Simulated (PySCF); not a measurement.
**Atomic charges by several schemes**

C5H15NSi2.
Structure used (GFN2-xTB), in Å, numbered top down from 1:
```
atom  x, y, z in Å
C1     3.4152    0.0640   -0.8184
C2     1.9454   -0.3136   -0.6913
C3     1.1843    0.6497    0.2192
N4    -0.2157    0.3222    0.3195
Si5   -0.7975   -0.8635    1.4446
C6    -2.6494   -0.5306    1.1962
C7    -2.8673   -0.0843   -0.2531
Si8   -1.3763    0.9550   -0.8045
H9     3.5151    1.0617   -1.2402
H10    3.8970    0.0546    0.1570
H11    3.9357   -0.6369   -1.4664
H12    1.4727   -0.3066   -1.6751
H13    1.8518   -1.3220   -0.2840
H14    1.6310    0.6230    1.2183
H15    1.2849    1.6676   -0.1694
H16   -0.4169   -2.2405    1.0886
H17   -0.2948   -0.5468    2.7853
H18   -2.9600    0.2717    1.8669
H19   -3.2721   -1.3921    1.4369
H20   -2.9411   -0.9664   -0.8910
H21   -3.8117    0.4497   -0.3597
H22   -1.5302    2.4011   -0.5906
H23   -1.0050    0.7100   -2.2055
```

Density: PBE0/pcSseg-1 (PySCF); schemes: Mulliken, IAO, Hirshfeld and ESP-fitted. Isolated species at its GFN2-xTB geometry (one conformer only).

Question: Do the Mulliken, IAO, Hirshfeld and ESP-fitted schemes agree on where the charge is highest?

Answer: All schemes pick atoms of one kind: Mulliken Si5 and Si8 (+0.793); IAO Si5 and Si8 (+0.874); Hirshfeld Si5 and Si8 (+0.365); ESP-fitted Si5 (+0.516).

Question: Do the Mulliken, IAO, Hirshfeld and ESP-fitted schemes agree on where the charge is lowest?

Answer: All schemes agree: Mulliken N4 (-0.943); IAO N4 (-0.770); Hirshfeld N4 (-0.257); ESP-fitted N4 (-0.473).

Question: Give the atomic charges in each scheme.

Answer: In e:

```tsv
atom	environment	Mulliken	IAO	Hirshfeld	ESP-fitted
C1	methyl carbon	-0.271	-0.421	-0.117	-0.406
C2	chain CH2 carbon	-0.285	-0.254	-0.073	+0.382
C3	sp3 carbon bound to nitrogen	+0.052	-0.135	-0.022	-0.075
N4	nitrogen bridging silicon atoms	-0.943	-0.770	-0.257	-0.473
Si5	SiH2 silicon	+0.793	+0.874	+0.365	+0.516
C6	sp3 carbon bound to silicon	-0.531	-0.535	-0.158	-0.281
C7	sp3 carbon bound to silicon	-0.544	-0.537	-0.157	-0.220
Si8	SiH2 silicon	+0.793	+0.874	+0.365	+0.437
H9	methyl hydrogen	+0.107	+0.136	+0.039	+0.087
H10	methyl hydrogen	+0.107	+0.136	+0.039	+0.084
H11	methyl hydrogen	+0.117	+0.144	+0.042	+0.086
H12	methylene hydrogen	+0.122	+0.132	+0.034	-0.061
H13	methylene hydrogen	+0.122	+0.130	+0.034	-0.060
H14	methylene hydrogen	+0.108	+0.124	+0.035	+0.061
H15	methylene hydrogen	+0.108	+0.123	+0.036	+0.063
H16	Si–H hydrogen	-0.106	-0.159	-0.092	-0.128
H17	Si–H hydrogen	-0.109	-0.143	-0.085	-0.126
H18	methylene hydrogen	+0.145	+0.147	+0.039	+0.093
H19	methylene hydrogen	+0.141	+0.145	+0.036	+0.082
H20	methylene hydrogen	+0.146	+0.147	+0.039	+0.076
H21	methylene hydrogen	+0.144	+0.147	+0.037	+0.078
H22	Si–H hydrogen	-0.105	-0.152	-0.090	-0.105
H23	Si–H hydrogen	-0.109	-0.151	-0.088	-0.110
```

Mean size of the charges over all atoms: IAO 0.283 e, Mulliken 0.261 e, ESP-fitted 0.178 e, Hirshfeld 0.099 e. Each set sums to the total charge, 0, to within 0.001 e. The IAO scheme projects the occupied orbitals on a minimal set of polarised atomic orbitals and counts the electrons in each atom's part of it. The ESP scheme fits charges at the nuclei, held to the total charge, to the electrostatic potential on points at 1.4 to 2.0 times the van der Waals radii.

Question: How many electrons does the ESP-fitted scheme count on C6?

Answer: Z − q = 6 − (-0.281) = 6.281.

Question: Sum the charges by element, for elements with more than one atom.

Answer: 
```tsv
element	atoms	Mulliken	IAO	Hirshfeld	ESP-fitted
C	5	-1.580	-1.882	-0.528	-0.600
Si	2	+1.587	+1.748	+0.730	+0.953
H	15	+0.937	+0.905	+0.055	+0.120
```

Question: How closely do the schemes follow one another over all atoms?

Answer: Correlation coefficient and root-mean-square difference: Mulliken with IAO 0.98, 0.070 e; IAO with Hirshfeld 0.98, 0.241 e; Mulliken with Hirshfeld 0.96, 0.237 e; Hirshfeld with ESP-fitted 0.85, 0.136 e; IAO with ESP-fitted 0.85, 0.218 e; Mulliken with ESP-fitted 0.81, 0.225 e.

The run behind these numbers computed NMR shieldings as well. Time: 54 s; peak memory 0.99 GiB. Hardware: Arm Neoverse V1, one thread, shared host with 32 logical CPUs at a one-minute load of 25.
